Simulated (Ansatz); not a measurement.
Molecule: MoCr, charge 0, multiplicity 1. 
Structure (B3LYP-D3(BJ)/def2-TZVP (Ansatz, a first-principles code) minimum search):
```xyz
2

Cr     0.0000     0.0000    -1.1117
Mo     0.0000     0.0000     0.6352
```

Give the harmonic wavenumbers at B3LYP-D3(BJ)/def2-TZVP (Ansatz, finite differences of forces, unscaled).

716 cm⁻¹. Zero-point energy 1.0 kcal/mol.

From these and the geometry, give the ideal-gas thermochemistry at 298.15 K and 1 atm (rigid rotor, harmonic oscillator).

Point group C∞v, rotational symmetry number 1. Rotational constants 4.911, 4.911 GHz. S(trans) 40.89, S(rot) 16.18, S(vib) 0.29, S(elec, spin only) 0.00, S 57.4 cal/(mol K). H(298) - H(0) 2.14 kcal/mol; G - E(el) -13.9 kcal/mol.
